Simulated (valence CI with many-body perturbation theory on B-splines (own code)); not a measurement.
Valence orbitals of Gd59+

Method: valence CI with perturbative core correlation (CI+MBPT): three valence electrons over a frozen Dirac-Fock core [He], a basis of 11 s, 11 p, 9 d, 7 f, 5 g, 2 h, 1 i functions for each j, with the one-electron correlation potential Σ1 (screened to all orders), the two-electron term Σ2, the three-electron term Σ3, Breit, model QED; selected single and double excitations, second order for the rest (own B-spline code, finite nucleus).

The last digits are not significant, and no measured levels were compared; by estimate large intervals hold to a few tenths of a per cent, small ones and those within an open d or f shell to about a per cent.

These are the spectroscopic orbitals of the CI (the correlating ones are not listed), shaped by the core and the other valence electrons. h is the expectation value of the core's Dirac-Fock operator, without the valence repulsion; Σ1 is computed up to l = 3 at one energy for each symmetry, that of its lowest orbital but kept below the first core excitation, so for empty shells it is not the orbital's own correlation shift; Breit and QED include the response of the core.

| Orbital | h (hartree) | Σ1 (cm⁻¹) | Breit (cm⁻¹) | QED (cm⁻¹) | ⟨r⟩ (bohr) |
| --- | --- | --- | --- | --- | --- |
| 2s1/2 | -523.47 | -1462 | 78168 | 91284 | 0.08875 |
| 3s1/2 | -228.05 | -366 | 21814 | 26528 | 0.2060 |
| 4s1/2 | -126.55 | -144 | 8684 | 10880 | 0.3739 |
| 5s1/2 | -80.257 | -71.3 | 4347 | 5483 | 0.5914 |
| 2p1/2 | -517.76 | -3914 | 156826 | 1538 | 0.07353 |
| 3p1/2 | -226.45 | -891 | 42106 | 132 | 0.1919 |
| 4p1/2 | -125.9 | -344 | 16780 | 33.1 | 0.3606 |
| 5p1/2 | -79.929 | -169 | 8374 | 12.8 | 0.5789 |
| 2p3/2 | -488.52 | -2677 | 56058 | 10957 | 0.07964 |
| 3p3/2 | -217.76 | -611 | 15471 | 2894 | 0.2005 |
| 4p3/2 | -122.26 | -237 | 7252 | 1174 | 0.3720 |
| 5p3/2 | -78.073 | -117 | 3655 | 591 | 0.5931 |
| 3d3/2 | -217.2 | -291 | 1584 | -237 | 0.1690 |
| 4d3/2 | -122.02 | -125 | 870 | -56.6 | 0.3411 |
| 5d3/2 | -77.953 | -64.6 | 438 | -20.4 | 0.5629 |
| 3d5/2 | -214.68 | -255 | 517 | 948 | 0.1720 |
| 4d5/2 | -120.95 | -109 | 284 | 440 | 0.3448 |
| 5d5/2 | -77.406 | -56.0 | 135 | 233 | 0.5673 |
| 4f5/2 | -120.91 | -24.0 | 9.7 | -131 | 0.2961 |
| 5f5/2 | -77.387 | -13.6 | 8.0 | -63.8 | 0.5191 |
| 4f7/2 | -120.39 | -22.7 | 2.8 | 119 | 0.2981 |
| 5f7/2 | -77.121 | -12.8 | 2.3 | 64.5 | 0.5213 |
| 5g7/2 | -77.115 |  | 0.0 | -42.2 | 0.4552 |
| 5g9/2 | -76.957 |  | 0.0 | 33.9 | 0.4567 |

Among the shells of the start configuration 2s2 2p1, Σ1 is largest in size for 2p1/2, where it is 0.0034 % of h.

Lowest root of each symmetry, sizes in configuration state functions:

| J | Parity | Roots | Reference | Variational | Second order | Change by selected CI (cm⁻¹) | Change by second order (cm⁻¹) |
| --- | --- | --- | --- | --- | --- | --- | --- |
| 1/2 | even | 16 | 50 | 9907 | 4001 | -12443 | 0 |
| 3/2 | even | 19 | 70 | 15587 | 7825 | -6977 | -1 |
| 5/2 | even | 14 | 66 | 16653 | 16433 | -10410 | -1 |
| 7/2 | even | 5 | 41 | 11781 | 22083 | -6333 | -5 |
| 9/2 | even | 2 | 23 | 6968 | 10152 | -12322 | -2 |
| 1/2 | odd | 15 | 48 | 9603 | 4975 | -11124 | 0 |
| 3/2 | odd | 21 | 72 | 15717 | 6480 | -10109 | -1 |
| 5/2 | odd | 13 | 62 | 16615 | 12056 | -15500 | -1 |
| 7/2 | odd | 6 | 43 | 12291 | 13124 | -11271 | -2 |
| 9/2 | odd | 2 | 20 | 7246 | 13888 | -6560 | -3 |
